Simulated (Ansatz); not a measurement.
Ideal-gas functions of CH4GeO, SMILES `C[O][GeH]` at 600 K and 1 bar, from an Ansatz frequency run at PBE0-D4/def2-TZVP.

Molar mass 104.65 g/mol, point group Cs (symmetry number 1), electronic degeneracy 1, moments of inertia 11.271, 127.273, 135.378 u Å². Harmonic wavenumbers (cm⁻¹, unscaled): 134, 289, 334, 613, 795, 1123, 1174, 1190, 1464, 1486, 1492, 1821, 3011, 3087, 3095.

Use S(trans) = R[1.5 ln M + 2.5 ln T − 1.1517]; rotational temperatures θ = 24.2544 K / I; S(rot) = R[ln(√π/σ · √(T³/θAθBθC)) + 1.5]; for each mode x = 1.438777 ν̃/T, S = R[x/(eˣ − 1) − ln(1 − e⁻ˣ)] and H = RT x/(eˣ − 1); 1 cm⁻¹ = 0.0119627 kJ/mol; R = 8.31446 J/(mol·K).

Problem. By hand: the entropy, in J/(mol·K).

Solution. Translation 181.4. Rotation: θ = 2.1519, 0.1906, 0.1792 K, giving 107.9. Vibration, mode by mode: 17.79, 11.53, 10.38, 5.82, 4.10, 2.21, 2.00, 1.94, 1.15, 1.10, 1.09, 0.57, 0.05, 0.04, 0.04, in all 59.8. Electronic 0.0. Sum 349.1 J/(mol·K).

Problem. By hand: H − E and G − E in kJ/mol, counted from the electronic energy.

Solution. Zero-point energy ½ × 21108 × 0.0119627 = 126.3; thermal vibration 19.5; translation, rotation and pV give 4 RT = 20.0. H − E = 165.8 kJ/mol, and G − E = 165.8 − 600 × 349.1/1000 = -43.7 kJ/mol.

Vibration gives 17 % of the entropy, 17.8 J/(mol·K) of it from the mode under 150 cm⁻¹: soft modes count most, and the harmonic formula is weakest for them.
